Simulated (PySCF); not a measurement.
Method: PBE0-D4/def2-TZVP // PBE0-D4/def2-SVP run with PySCF. All species are isolated molecules in the gas phase. 

Reference species (SMILES): `c12c(ccc(Cl)c1)cccc2[SiH3]` (neutral, multiplicity 1).

```
Property          Value
-------------  --------
dipole moment    2.23 D
LUMO           -1.70 eV
```

Changed species: `[SiH3]c1ccc2cc(Cl)ccc2c1`.

Task: Predict the effect on the dipole moment and LUMO.

Result: the dipole moment falls by 1.50 D, to 0.73 D; the LUMO rises by 0.07 eV, to -1.63 eV.
